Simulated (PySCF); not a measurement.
## How methods differ on the ionisation energy of Ar²⁺

Ar²⁺ [Ne] 3s2 3p4 [3p1/2^2 3p3/2^2, M_J = 2] → Ar³⁺ [Ne] 3s2 3p3 [3p1/2^2 3p3/2^1, M_J = 3/2], as a difference of total energies. All numbers are calculated (PySCF 2.14, the two-component X2C-1e Hamiltonian, in x2c-SVPall-2c). Correlated levels: [Ne] frozen. "Screened" scales the spin-orbit matrix elements by Boettger's factors to mimic the two-electron term; Breit and QED terms are absent.

```tsv
method	ionisation energy (eV)	difference from reference (eV)
GHF (spin-free)	39.341	-1.394
GMP2 (spin-free)	39.968	-0.767
GHF (screened spin-orbit)	39.415	-1.320
GMP2 (screened spin-orbit)	40.040	-0.695
```

Reference: 40.735 ± 0.012 eV (semi-empirical (NIST evaluation); NIST Atomic Spectra Database, ionization energies).

Errors of the correlated levels include the incompleteness of this basis and the frozen core.

The labels give the starting determinants; with spin-orbit coupling the two ends relaxed to ⟨J²⟩ = 6.01, ⟨L²⟩ = 2.02, ⟨S²⟩ = 2.00 and ⟨J²⟩ = 3.75, ⟨L²⟩ = 0.00, ⟨S²⟩ = 3.75.
